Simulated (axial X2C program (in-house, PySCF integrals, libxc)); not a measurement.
How long does Cu₂ take?

A bond scan computed with an in-house relativistic program for diatomic molecules. Basis: Cu dyall-cv3z [9s9p6d3f2g] (cores contracted in-house).

Input file and command:
```json
{"zs": [29, 29], "q": 0, "bas": ["dyall-cv3z", "dyall-cv3z"], "levels": ["PBE0", "HF", "M06", "PW91", "B3LYP"], "cc": true, "r0": 2.24, "thr": -2.0, "nmax": 140}
```
```bash
python so2c.py task.json out
```

Keys: zs atomic numbers; q charge; bas basis sets; levels methods; cc coupled cluster on or off; r0 starting distance in Å; thr threshold in hartree for freezing inner shells (an s shell follows its p shell); nmax most natural virtual spinors. HF also brings MP2.

Hardware: 2 threads of Intel(R) Xeon(R) Platinum 8488C (Sapphire Rapids), with other jobs on the host.

Wall time of one point of each curve, integrals apart:

```
Hamiltonian                                 level  points  seconds a point
  spin-free                                  PBE0      12             0.31
  spin-free                                    HF      12             0.12
  spin-free  CCSD(T) (22 electrons, 140 virtuals)       7               82
  spin-free                                   M06      12              0.6
  spin-free                                  PW91      12              0.3
  spin-free                                 B3LYP      12             0.32
         2c                                  PBE0      12             0.38
         2c                                    HF      12             0.19
         2c  CCSD(T) (22 electrons, 140 virtuals)       7               83
         2c                                   M06      12             0.67
         2c                                  PW91      12             0.32
         2c                                 B3LYP      12              0.4
```

The rest:

Search with its distance optimisation 18 s, atoms 17 s, whole task 1300 s. Coupled cluster runs on the points near the minimum only. The program drops outer points, and coupled cluster, when its time limit (not in the input) nears; MP2, further determinants and curves that did not converge are not in the table.
